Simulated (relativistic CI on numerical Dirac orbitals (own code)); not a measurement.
How well does a small relativistic CI reproduce I6+?

Computed by Dirac-Coulomb-Breit CI, separate exchange-only KLI orbitals for each configuration, model QED, unscaled Slater integrals (own radial code, finite nucleus).

Configuration list (outside the closed core [Kr]): 4d¹⁰5s, 4d¹⁰5p, 4d¹⁰5d, 4d¹⁰5f, 4d¹⁰4f, 4d¹⁰5g, 4d¹⁰6s, 4d¹⁰6p, 4d⁹5s², 4d⁹5s4f, 4d¹⁰6d, 4d⁸5s5p², 4d⁹5p², 4d¹⁰7s, 4d⁹5s5p, 4d¹⁰7p. Levels of other configurations are missing.

| Configuration | Term (tabulated) | J | Measured (cm⁻¹) | Computed | Error | Purity (%) |
| --- | --- | --- | --- | --- | --- | --- |
| 4d¹⁰5s | 2S | 1/2 | 0.0 | 0 | 0 | 100 |
| 4d¹⁰5p | 2P° | 1/2 | 104960.0 | 100267 | -4693 | 99 |
| 4d¹⁰5p | 2P° | 3/2 | 119960.0 | 114812 | -5148 | 99 |
| 4d¹⁰5d | 2D | 3/2 | 274020.0 | 267835 | -6185 | 100 |
| 4d¹⁰5d | 2D | 5/2 | 276250.0 | 269952 | -6298 | 100 |

Measured levels from Moore, Atomic Energy Levels, vol. III, NSRDS-NBS 35 (1971 reprint of NBS Circular 467, 1958); pairs were made by configuration, J and term (by order where the table uses no LS term), so strongly mixed levels may be paired wrongly. The analysis dates from before 1960.

Mean error by configuration (cm⁻¹): 4d¹⁰5p -4920; 4d¹⁰5d -6241. Over the excited levels the mean absolute error is 5581 cm⁻¹ (4 of the 4 excited levels that our extract of the source holds in range could be paired), and the median relative error of those above 1,000 cm⁻¹ is 3.3 %.
